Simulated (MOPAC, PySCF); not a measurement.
C$_{2}$H$_{3}$BO, SMILES `C=BC=O` (C–B–C–O torsion 0°), neutral singlet in the gas phase. 

Cartesian coordinates (Å):
```xyz
7

C     -1.4281    -0.0941     0.1724
B     -0.0413     0.0276     0.1146
C      1.4654     0.1166    -0.1052
O      1.8187    -0.1668    -1.2562
H     -2.0340    -0.3927    -0.6867
H     -1.9931     0.1025     1.0870
H      2.2124     0.4068     0.6741
```
Charge 0, multiplicity 1.

All levels are single points at this geometry (PBE-D3(BJ)/def2-TZVP); Pople sets use spherical d functions. Orbital energies aren't observables, and empty levels follow the basis.

| level | HOMO (eV) | LUMO (eV) | gap (eV) | dipole (D) | vertical IE, Delta-SCF (eV) |
|---|---|---|---|---|---|
| PBE-D3(BJ)/def2-TZVP in PySCF | -6.16 | -3.22 | 2.94 | 2.29 | – |
| B3LYP/3-21G in PySCF | -6.64 | -1.83 | 4.80 | 2.12 | – |
| B3LYP/6-311+G** in PySCF | -7.05 | -2.58 | 4.47 | 2.60 | – |
| B3LYP/6-31G* in PySCF | -6.59 | -1.99 | 4.60 | 2.34 | 9.24 |
| BP86/6-31G* in PySCF | -5.88 | -2.86 | 3.02 | 2.20 | – |
| M06-2X/6-31G* in PySCF | -7.92 | -0.83 | 7.09 | 2.35 | – |
| SVWN5/6-31G* in PySCF | -5.85 | -2.97 | 2.88 | 2.25 | – |
| HF/3-21G in PySCF | -9.19 | 2.25 | 11.43 | 2.63 | – |
| HF/6-31G* in PySCF | -9.14 | 2.10 | 11.24 | 2.76 | 7.91 |
| HF/STO-3G in PySCF | -7.06 | 6.10 | 13.15 | 1.50 | – |
| AM1 in MOPAC | -9.04 | -0.08 | 8.96 | 2.23 | – |
| PM3 in MOPAC | -10.41 | -0.15 | 10.26 | 2.42 | – |
| PM7 in MOPAC | -9.64 | -0.95 | 8.69 | 3.40 | – |
